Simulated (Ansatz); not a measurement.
`C[CH]1[O][AlH]1`. The species carries charge 0 and has multiplicity 1. Geometry: relaxed with PBE0-D4/def2-TZVP.

```xyz
9

C    -0.539   -1.092   -0.258
C     0.293    0.144   -0.434
O    -0.461    1.406   -0.220
Al    0.821    1.373    0.906
H    -1.326   -1.135   -1.020
H    -1.024   -1.134    0.720
H     0.083   -1.985   -0.366
H     0.789    0.158   -1.408
H     1.364    2.265    2.080
```

What is the dipole moment at ωB97M-V/def2-TZVPP? (Best estimate.)

The calculation gave: 2.48 D, with components (1.96, -0.35, 1.47) D in this frame, pointing from negative to positive charge.

And with PBE, r2SCAN, B3LYP? (Best estimate.)

The calculation gave: PBE 2.03 D, r2SCAN 2.15 D, B3LYP 2.35 D.

Give the Mulliken charges with ωB97M-V, B3LYP, PBE in def2-TZVPP. (An estimate is asked.)

Computed: 
| atom | ωB97M-V | B3LYP | PBE |
| --- | --- | --- | --- |
| C1 | -0.26 | -0.20 | -0.20 |
| C2 | -0.01 | 0.05 | 0.04 |
| O3 | -0.41 | -0.42 | -0.35 |
| Al4 | 0.36 | 0.35 | 0.26 |
| H5 | 0.11 | 0.08 | 0.08 |
| H6 | 0.07 | 0.06 | 0.06 |
| H7 | 0.09 | 0.07 | 0.07 |
| H8 | 0.09 | 0.07 | 0.07 |
| H9 | -0.04 | -0.06 | -0.04 |

B3LYP here is the variant with VWN-RPA as its local correlation; programs differ in this.
